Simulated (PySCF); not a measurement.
Compound: C4H3Cl2F.
Numbering: `[F:1][C@:2]1([Cl:3])[CH:4]=[C:5]1[CH2:6][Cl:7]`

Cartesian coordinates in Å at the GFN2-xTB level; atoms count from 1:
```
atom  x, y, z in Å
F1    -1.7970    0.3786    1.5165
C2    -1.3318    0.3207    0.2315
Cl3   -2.0951    1.6081   -0.7090
C4    -0.9223   -0.9644   -0.3544
C5     0.0484   -0.1355   -0.0302
C6     1.4557    0.2310    0.0644
Cl7    2.5014   -1.0700   -0.5847
H8    -1.2462   -1.8967   -0.7468
H9     1.7413    0.3975    1.1058
H10    1.6544    1.1352   -0.5158
```

NICS = −σ at a ghost point: NICS(0) at the centroid of the ring atoms, NICS(1) 1 Å to either side along the normal of their mean plane, zz for the tensor component along that normal. Level: GIAO PBE0/pcSseg-1 (PySCF, non-relativistic, gas phase) on the GFN2-xTB geometry, one conformer.

Ring bond lengths (Å), with Mayer bond orders in brackets: C2–C4 1.471 (0.95), C4–C5 1.317 (1.52), C5–C2 1.477 (0.94).

Task: What do the NICS probes read (ppm)?

Result: 
```
    ring                                                    type  NICS(0)  NICS(1), two faces  NICS(1)zz, two faces  rms pucker (Å)  centre to ring atoms, mean (Å)
C2–C4–C5  3-membered carbocycle; formal bonds 1 double, 2 single    -28.4         -8.3 / -9.2         -13.5 / -15.7            0.00                            0.82
```

Task: What do they say, and how far can they be read as aromaticity?

Result: 
- C2–C4–C5: mean NICS(1)zz -14.6 ppm, shielded. C2 has four or more neighbours, and the NICS criterion for π rings isn't applied. NICS(0) lies 20 ppm below the mean NICS(1).

Task: What are the shieldings of the ring atoms and their hydrogens in the same run (means over atoms taken as equivalent)?

Result: 
```json
{"atoms": "C2", "environment": "sp3 C–F carbon", "σ isotropic (ppm)": "91.0", "principal values of the symmetric part, first atom (ppm)": "42.2, 71.4, 159.5"}
{"atoms": "C4", "environment": "alkene CH carbon", "σ isotropic (ppm)": "53.8", "principal values of the symmetric part, first atom (ppm)": "-61.6, 47.6, 175.4"}
{"atoms": "C5", "environment": "fully substituted alkene carbon", "σ isotropic (ppm)": "37.3", "principal values of the symmetric part, first atom (ppm)": "-74.8, 32.1, 154.7"}
{"atoms": "H8", "environment": "vinylic hydrogen", "σ isotropic (ppm)": "23.89", "principal values of the symmetric part, first atom (ppm)": "21.1, 24.2, 26.4"}
```
